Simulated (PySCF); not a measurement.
# Radial density of Ru⁺ (ruthenium, charge +1)

UHF, [Kr] 4d7, high-spin 4F determinant. All numbers are calculated (PySCF 2.14, scalar relativity through the core potential, in cc-pVDZ-PP with ECP28MDF). This is the valence pseudo-density: the core potential removes the inner electrons and smooths the orbitals near the nucleus.

```json
{"r (bohr)": "0.0213", "4πr²ρ (e/bohr)": "1.092e-05", "4πr²(ρα − ρβ)": "0.0000"}
{"r (bohr)": "0.0359", "4πr²ρ (e/bohr)": "2.849e-05", "4πr²(ρα − ρβ)": "0.0000"}
{"r (bohr)": "0.0603", "4πr²ρ (e/bohr)": "7.328e-05", "4πr²(ρα − ρβ)": "0.0000"}
{"r (bohr)": "0.102", "4πr²ρ (e/bohr)": "0.0002913", "4πr²(ρα − ρβ)": "0.0000"}
{"r (bohr)": "0.171", "4πr²ρ (e/bohr)": "0.002944", "4πr²(ρα − ρβ)": "0.0004"}
{"r (bohr)": "0.287", "4πr²ρ (e/bohr)": "0.05949", "4πr²(ρα − ρβ)": "0.0100"}
{"r (bohr)": "0.483", "4πr²ρ (e/bohr)": "1.554", "4πr²(ρα − ρβ)": "0.1811"}
{"r (bohr)": "0.812", "4πr²ρ (e/bohr)": "11.54", "4πr²(ρα − ρβ)": "1.3539"}
{"r (bohr)": "1.37", "4πr²ρ (e/bohr)": "9.945", "4πr²(ρα − ρβ)": "2.0746"}
{"r (bohr)": "2.30", "4πr²ρ (e/bohr)": "1.980", "4πr²(ρα − ρβ)": "0.6902"}
{"r (bohr)": "3.87", "4πr²ρ (e/bohr)": "0.1458", "4πr²(ρα − ρβ)": "0.0430"}
{"r (bohr)": "6.50", "4πr²ρ (e/bohr)": "0.001687", "4πr²(ρα − ρβ)": "-0.0001"}
```

Energies and moments cover only the electrons outside the core potential.
